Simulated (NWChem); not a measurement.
Species: CH₄BCl; SMILES ClBC

```xyz
7

B     -0.5959     0.4378     0.0017
H     -1.8025     0.4815     0.0028
Cl     0.1078    -1.1701     0.0003
C      0.2836     1.7189     0.0019
H      0.0144     2.3380     0.8765
H      0.0202     2.3353    -0.8762
H      1.3670     1.5389     0.0058
```
Atoms are numbered in this order, from 1.

Level: PBE0/def2-SVP (NWChem), optimised geometry, unscaled harmonic frequencies. 

```
frequency (cm⁻¹)  IR intensity (km/mol)
----------------  ---------------------
61                                  1.5
322                                 1.5
626                                 0.1
688                                18.3
892                                48.5
915                                38.2
1032                               13.6
1162                              151.3
1314                              124.0
1422                                8.6
1424                                6.0
2643                              128.4
3044                                0.4
3120                                0.8
3180                                5.9
```

```yaml
zero_point_energy: 31.2 kcal/mol
thermal correction to the enthalpy at 298.15 K (with zero-point energy): 34.6 kcal/mol
heat capacity Cv: 13.3 cal/(mol K)
entropy at 298.15 K and 1 atm (symmetry number 1): 68.5 cal/(mol K)
dipole_moment: 1.29 D
```

Rigid rotor and harmonic oscillator; modes under 100 cm⁻¹ make the entropy uncertain.
